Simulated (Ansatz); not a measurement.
# Energy profile

The step: SiCl₄ ([Cl][Si]([Cl])([Cl])[Cl]) + H₂ → SiHCl₃ ([Cl][SiH]([Cl])[Cl]) + HCl; bonds formed: Si1–H7, Cl2–H6; bonds broken: Si1–Cl2, H6–H7 (atoms numbered as in the saddle structure below).

Si1  (0.071, 0.394, 0.035)
Cl2  (-1.620, -1.226, -0.581)
Cl3  (0.021, 1.195, -1.819)
Cl4  (-1.125, 1.130, 1.488)
Cl5  (1.940, 1.008, 0.697)
H6  (-0.062, -1.400, -0.057)
H7  (0.773, -1.102, 0.236)
(Å)

Electronic energies by CCSD(T) at an estimated basis limit (MP2 extrapolated from triple and quadruple zeta, plus CCSD(T) − MP2 in triple zeta), on PBE0-D4/def2-TZVP structures; SiH$_{2}$Cl$_{4}$, singlet; no counterpoise correction. Program: Ansatz 0.2.0. Basis: def2-TZVPP and def2-QZVPP. Cores are frozen in the correlated methods. Extrapolation: Hartree–Fock as exp(−7.88 √X), correlation as X^−2.97.

(1) Give the profile in kcal/mol, counted from the separated reactants. (An estimate is asked for; the value comes from the calculation.)

No T1 diagnostic of these runs exceeds 0.011. The start structure is not quite a true minimum (one mode of 30i cm⁻¹).

## Answers

(1) Computed:
| point | kcal/mol |
| --- | --- |
| separated: SiCl$_{4}$ (linked as [Cl][Si]([Cl])([Cl])[Cl]; Si1, Cl2, Cl3, Cl4, Cl5; singlet) + H$_{2}$ (H6, H7; singlet) | 0.00 |
| start structure | -0.52 |
| saddle | 60.83 |
| end structure | 14.56 |
| separated: SiHCl$_{3}$ (linked as [Cl][SiH]([Cl])[Cl]; Si1, Cl3, Cl4, Cl5, H7; singlet) + HCl (Cl2, H6; singlet) | 16.57 |

For scale, one of the runs: CCSD(T)/def2-TZVPP, 238 basis functions, launched by `ansatz run in.yaml --threads 4 --pin off --events-out ev --progress --plain --max-ram 9574MiB`. Time: 110 s of wall clock on 4 CPU threads of an Arm Neoverse V2; the host was shared. Peak host memory: 3.9 GiB.
